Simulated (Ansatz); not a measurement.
Start from `CNB(C)[SiH3]` and change one atom or group to get `CNB[SiH3]`.

Ansatz, PBE0-D4/def2-TZVP geometries, multiplicity 1. Each molecule was computed in one conformer, which needn't be the lowest.

```csv
property,`CNB(C)[SiH3]`
HOMO energy (ωB97M-V/def2-TZVPP) / eV,-9.68
size of the dipole moment (B3LYP/def2-TZVPP) / D,2.56
HOMO energy (PBE/def2-TZVPP) / eV,-6.33
zero-point energy (PBE0-D4/def2-TZVP) / kJ/mol,318.0
LUMO energy (PBE/def2-TZVPP) / eV,-1.00
HOMO–LUMO gap (PBE/def2-TZVPP) / eV,5.33
```

(1) What does the change do to each property? (Best estimate.)

## Answers

(1) Ansatz gave: 
| property | `CNB[SiH3]` | shift |
| --- | --- | --- |
| HOMO energy (ωB97M-V/def2-TZVPP) / eV | -9.98 | -0.30 |
| size of the dipole moment (B3LYP/def2-TZVPP) / D | 2.71 | 0.15 |
| HOMO energy (PBE/def2-TZVPP) / eV | -6.59 | -0.26 |
| zero-point energy (PBE0-D4/def2-TZVP) / kJ/mol | 244.2 | -73.8 |
| LUMO energy (PBE/def2-TZVPP) / eV | -1.40 | -0.40 |
| HOMO–LUMO gap (PBE/def2-TZVPP) / eV | 5.19 | -0.14 |

With PBE0 the HOMO falls by 0.28 eV and the LUMO falls by 0.40 eV, so the gap narrows by about 0.12 eV. PBE moves the HOMO by -0.26 eV and ωB97M-V by -0.30 eV. The zero-point energy changes by -73.8 kJ/mol with -9 modes. Dipoles are sizes alone; their direction can turn.

B3LYP here is the variant with VWN-RPA as its local correlation; programs differ in this.
